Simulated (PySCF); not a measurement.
PySCF job for C2H3O, SMILES C([CH2])=O, multiplicity 2, SMD-PBE0/6-31G*. Geometry optimised at B3LYP-D3(BJ)/def2-TZVP. The isomer is the one that the SMILES or the coordinates give; other isomers of the formula were not compared.

```python
import numpy as np
from pyscf import gto, scf, dft
from pyscf.solvent import smd

mol = gto.M(
    atom='''
    C     0.17139693    1.16505145    0.00000000
    C    -0.40561654   -0.13214037    0.00000000
    O     0.26414621   -1.16619459   -0.00000000
    H     1.24873031    1.26652306    0.00000000
    H    -0.44772657    2.05251695   -0.00000001
    H    -1.50885569   -0.18694981    0.00000000
    ''',
    basis='6-31G*',
    charge=0,
    spin=1,
    max_memory=1600,
    verbose=3,
)
mf = dft.UKS(mol, xc='pbe0').density_fit(auxbasis='def2-universal-jkfit')
mf.grids.level = 3
mf.conv_tol = 1e-9
mf.max_cycle = 100
mf.kernel()
fine, coarse = mf.grids, dft.Grids(mol).set(level=1).build(with_non0tab=True)
for _ in range(3):  # follow internal instabilities
    mf.grids = coarse
    mo, _, stable, _ = mf.stability(return_status=True, nroots=4)
    mf.grids = fine
    if stable:
        break
    mf.kernel(mf.make_rdm1(mo, mf.mo_occ))
res = {}
for name in ['water', 'cyclohexanone', 'tetrahydrofuran']:
    s = mf.SMD()
    s.with_solvent.solvent, s.with_solvent.sasa_ng = name, 302
    s.kernel(mf.make_rdm1())
    res[name] = (s.e_tot, s.with_solvent.get_cds(), s.dip_moment(), s.mo_energy, s.converged)
    print(f'SMD {name}: dG(solv) = {(s.e_tot - mf.e_tot) * 627.509474:.3f} kcal/mol, of which CDS {res[name][1] * 627.509474:.3f}')
```

Program output:

```

WARN: HOMO -0.254120775003156 >= LUMO -0.254120775003156

converged SCF energy = -152.990702393153  <S^2> = 0.77436398  2S+1 = 2.0242174
<class 'pyscf.df.df_jk.DFUKS'> wavefunction is stable in the internal stability analysis
converged SCF energy = -152.994991738549  <S^2> = 0.76773863  2S+1 = 2.0176607
Dipole moment(X, Y, Z, Debye): -1.22033,  3.71725, -0.00000
SMD water: dG(solv) = -2.692 kcal/mol, of which CDS 3.927
converged SCF energy = -152.996709583219  <S^2> = 0.7709161  2S+1 = 2.0208079
Dipole moment(X, Y, Z, Debye): -1.03609,  3.25208, -0.00000
SMD cyclohexanone: dG(solv) = -3.770 kcal/mol, of which CDS -0.044
converged SCF energy = -152.996519917207  <S^2> = 0.7712784  2S+1 = 2.0211664
Dipole moment(X, Y, Z, Debye): -1.01090,  3.19079, -0.00000
SMD tetrahydrofuran: dG(solv) = -3.651 kcal/mol, of which CDS -0.329
```

The calculation finished and met its thresholds.
